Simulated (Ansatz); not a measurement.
Cost and result for the atomization energy of C4H11Al, SMILES `CC[CH](C)[AlH2]` (16 atoms, 15 bonds).

```xyz
16

C     0.164   -1.180    1.571
C     0.720   -0.716    0.234
C    -0.322    0.023   -0.606
C     0.269    0.523   -1.922
Al   -1.063    1.463    0.521
H    -0.707   -1.827    1.436
H     0.902   -1.729    2.160
H    -0.151   -0.330    2.197
H     1.113   -1.580   -0.319
H     1.580   -0.058    0.410
H    -1.135   -0.680   -0.833
H    -0.483    0.987   -2.567
H     1.058    1.264   -1.754
H     0.721   -0.296   -2.495
H    -0.042    2.487    1.192
H    -2.624    1.650    0.775
```

The species carries charge 0 and has multiplicity 1. The geometry is a stationary point of PBE0-D4/def2-TZVP. It is one conformer, not always the lowest. Program: Ansatz. All runs use 4 threads of an Intel Xeon Platinum 8488C on a shared host. Times are those of one run each, without the atoms' runs, and a repeat can differ threefold. Electronic energies, without spin–orbit coupling; frozen cores. CCSD(T)/CBS adds CCSD(T) − MP2 in def2-TZVPP to the MP2 limit, and its time is that of the two runs behind it. T1 = 0.009. B3LYP takes the VWN-RPA correlation (the form of Gaussian; ORCA's B3LYP/G).

CCSD(T)/CBS is a level of theory with its own doubt, some kJ/mol a heavy atom from the limit and from the frozen cores, so smaller differences don't rank the functionals.

```
                             level  functions  wall time  atomization (kcal/mol)  difference from CCSD(T)/CBS  per bond
   PBE-D4/def2-TZVPP (with forces)        320      4.2 s                  1410.5                         14.2       0.9
                PBE0-D4/def2-TZVPP        320        7 s                  1399.9                          3.6       0.2
r2SCAN-D4/def2-TZVPP (with forces)        320      7.5 s                  1398.4                          2.1       0.1
                 B2PLYP/def2-TZVPP        320        8 s                  1381.3                        -15.0      -1.0
 B3LYP-D4/def2-TZVPP (with forces)        320      8.5 s                  1396.6                          0.3       0.0
                ωB97X-V/def2-TZVPP        320       11 s                  1398.9                          2.6       0.2
  ωB97M-V/def2-TZVPP (with forces)        320       16 s                  1399.6                          3.3       0.2
                    MP2/def2-QZVPP        628       50 s                  1391.5                         -4.8      -0.3
                CCSD(T)/def2-TZVPP        320     11 min                  1367.7                        -28.6      -1.9
                 CCSD(T)/CBS(def2)          –     12 min                  1396.3                          0.0       0.0
```

From PBE to PBE0 (25 % exact exchange), in def2-TZVPP and without D4, the atomization energy moves by −9.5 kcal/mol: exact exchange takes away binding that semilocal exchange gives to molecules. The D4 term adds +12.0 kcal/mol with B3LYP and +6.4 kcal/mol with PBE0; it sums over pairs of atoms, weighted by their polarisabilities, and B3LYP, whose exchange is more repulsive, gets the larger term. In def2-TZVPP, CCSD(T) changes the Hartree–Fock value by +303.8 kcal/mol (the triples alone add +14.6 kcal/mol) and MP2 by +310.8 kcal/mol; breaking electron pairs costs correlation energy, which Hartree–Fock lacks.
